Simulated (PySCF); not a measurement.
SnF2Cl2, SMILES [F][Sn]([F])([Cl])[Cl]. Atoms are numbered in the order given.

```xyz
5

F      0.0000     1.5275    -1.3755
Sn     0.0000     0.0000    -0.2188
F      0.0000    -1.5275    -1.3755
Cl    -1.9294     0.0000     1.0499
Cl     1.9294     0.0000     1.0499
```

The structure is a stationary point at r2SCAN-D4/def2-SVP. The def2 effective core potentials stand for the cores of Sn; spin–orbit coupling is left out.

All values below come from M06-2X/def2-TZVP run with PySCF.

Symmetry labels are those of the subgroup C2v that the program uses (full group C2v).

Q: List the valence orbital energies around the gap with their symmetry. (An estimate is asked for; the answer gives what the named calculation found.)

A: 
| orbital | symmetry | energy (eV) |
|---|---|---|
| HOMO−7 | A2 | -14.24 |
| HOMO−6 | B2 | -14.06 |
| HOMO−5 | A1 | -13.64 |
| HOMO−4 | B1 | -12.77 |
| HOMO−3 | A1 | -11.93 |
| HOMO−2 | B2 | -11.90 |
| HOMO−1 | A2 | -11.72 |
| HOMO | B1 | -11.60 |
| LUMO | A1 | -2.55 |
| LUMO+1 | B2 | 0.25 |
| LUMO+2 | A1 | 0.57 |
| LUMO+3 | B1 | 0.96 |
